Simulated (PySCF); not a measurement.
FGaH3 (charge -1).
SMILES: `[F][GaH3-]`

Level of theory: PBE0-D3(BJ)/def2-SVP geometry optimisation, gas phase (PySCF 2.14.0).

Take the most abundant isotopes and a rigid rotor. 

Problem. Give the principal moments of inertia and the rotational constants in MHz.

Solution. Ia = 7.28, Ib = 55.75, Ic = 55.76 u·Å²; 505379 MHz·u·Å²/I gives A = 69391, B = 9064, C = 9064 MHz.

Problem. Classify the top.

Solution. A prolate symmetric top, as the point group C3v requires two equal moments; the computed ones differ by 0.01 % because the geometry is symmetric only within the optimiser's tolerance; Ray's κ = -1.000.

Problem. Where do the R-branch lines fall?

Solution. The dipole of 0.10 D (about the centre of mass, as the species is charged) lies along the symmetry axis, so ΔK = 0 and J+1 ← J falls at 2B(J+1) for every K: 18.13 GHz, 36.26 GHz, 54.38 GHz, 72.51 GHz, 90.64 GHz for J = 0 to 4.

Problem. Estimate the classical rotational partition function at 25 K, 50 K and 200 K.

Solution. Point group C3v, symmetry number σ = 3; q = (√π/σ)·√((kT/h)³/(ABC)), k/h = 20836.6 MHz/K: 93.0 at 25 K, 263 at 50 K, 2110 at 200 K.

No PBE0-D3(BJ)/def2-SVP frequencies stand behind this structure, so it isn't proved a minimum. The geometry's basis has no diffuse functions, a weakness for an anion. These are rigid-rotor constants of the computed structure; measured ground-state constants (B0) also hold zero-point vibration.
